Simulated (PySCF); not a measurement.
# Computed records: CH₆AlBGe

All values are calculated (PySCF 2.14.0). Calculation on a computer-drawn molecule: the log of a Hartree-Fock and frozen-core CCSD(T) single point meant for a local Hartree-Fock minimum, with one planted fault or none, to be diagnosed. Offsets are logged minus clean, where the clean run is the same molecule without the fault. The reference is restricted for singlets and unrestricted otherwise, and also for a bond in bohr or an excited solution. Adding or removing an electron swaps singlet and doublet. The excited solution moves the top pair (singlet) or top alpha electron (doublet) to the lowest empty orbital. Highest occupied and lowest empty are orbital energies over both spins, largest force is the largest gradient component, triples share is (T) over the correlation energy, the T1 limit is 0.02 restricted and 0.045 unrestricted, electrons count all cores, a negative frequency is imaginary (commonest isotopes), and the dipole is about the centre of nuclear charge; on germanium a core potential holds 10 electrons, which the energies leave out, and 3d is frozen in MP2 and coupled-cluster steps.

Common to all runs: meant charge 0; meant multiplicity 1; meant basis cc-pV(D+d)Z; meant basis and core potential on germanium cc-pVDZ-PP ECP10MDF; logged electrons 62; logged basis functions 104; logged SCF converged yes; logged CC converged yes; logged SCF stable within its kind yes; possible faults no fault, one electron removed, one electron added, multiplicity raised by two, geometry at a saddle point, SCF held on an excited solution, minimal basis STO-3G, one bond length entered in bohr, all coordinates scaled.

```yaml
- entry: 1
  formula: CH6AlBGe
  logged_structure:
    atoms_angstrom:
      - [B, -1.5051, 1.407, -0.9316]
      - [C, -0.4108, 0.6413, -0.6289]
      - [Al, 0.5688, 1.4695, 0.8082]
      - [Ge, 0.1131, -1.0213, -1.4825]
      - [H, -2.4288, 2.103, -1.149]
      - [H, 1.8849, 0.7904, 1.3584]
      - [H, 0.0529, 2.8288, 1.4347]
      - [H, 1.5073, -0.8777, -2.1037]
      - [H, -0.881, -1.4014, -2.5868]
      - [H, 0.1945, -3.1596, 0.4706]
  given:
    logged_spin_squared: 0.8556
    "logged_highest_occupied [eV]": -8.2447
    "logged_lowest_empty [eV]": 1.2692
    "logged_largest_force [hartree/bohr]": 0.006379
    logged_T1_diagnostic: 0.041418
    logged_D1_diagnostic: 0.18723
    logged_triples_share: 0.041688
    "logged_dipole_magnitude [debye]": 1.7517
    "logged_energy_HF [hartree]": -601.19216
    "logged_energy_CCSD(T) [hartree]": -601.62329
    drawn_bonds_atom: [1, 2, 2, 1, 3, 3, 4, 4, 4]
    drawn_bonds_other_atom: [2, 3, 4, 5, 6, 7, 8, 9, 10]
    drawn_bonds_order: [2, 1, 1, 1, 1, 1, 1, 1, 1]
  results:
    planted_fault: "one bond length entered in bohr, row 9 of the drawn bonds"
    "HF_energy_offset_from_clean_run [kcal/mol]": 63.77
    "CCSD(T)_energy_offset_from_clean_run [kcal/mol]": 71.64
- entry: 2
  formula: CH6AlBGe
  logged_structure:
    atoms_angstrom:
      - [B, -1.5051, 1.407, -0.9316]
      - [C, -0.4108, 0.6413, -0.6289]
      - [Al, 0.5688, 1.4695, 0.8082]
      - [Ge, 0.1131, -1.0213, -1.4825]
      - [H, -2.4288, 2.103, -1.149]
      - [H, 1.8849, 0.7904, 1.3584]
      - [H, 0.0529, 2.8288, 1.4347]
      - [H, 1.5073, -0.8777, -2.1037]
      - [H, -0.881, -1.4014, -2.5868]
      - [H, 0.1561, -2.1528, -0.449]
  given:
    logged_spin_squared: 0.0
    "logged_highest_occupied [eV]": -9.4358
    "logged_lowest_empty [eV]": 1.5722
    "logged_largest_force [hartree/bohr]": 1.8657e-05
    "logged_lowest_frequency [cm^-1]": 71.923
    logged_T1_diagnostic: 0.014393
    logged_D1_diagnostic: 0.044567
    logged_triples_share: 0.03472
    "logged_dipole_magnitude [debye]": 1.5305
    "logged_energy_HF [hartree]": -601.29378
    "logged_energy_CCSD(T) [hartree]": -601.73745
    drawn_bonds_atom: [1, 2, 2, 1, 3, 3, 4, 4, 4]
    drawn_bonds_other_atom: [2, 3, 4, 5, 6, 7, 8, 9, 10]
    drawn_bonds_order: [2, 1, 1, 1, 1, 1, 1, 1, 1]
  results:
    planted_fault: "no fault"
    "HF_energy_offset_from_clean_run [kcal/mol]": 0.0
    "CCSD(T)_energy_offset_from_clean_run [kcal/mol]": 0.0
```
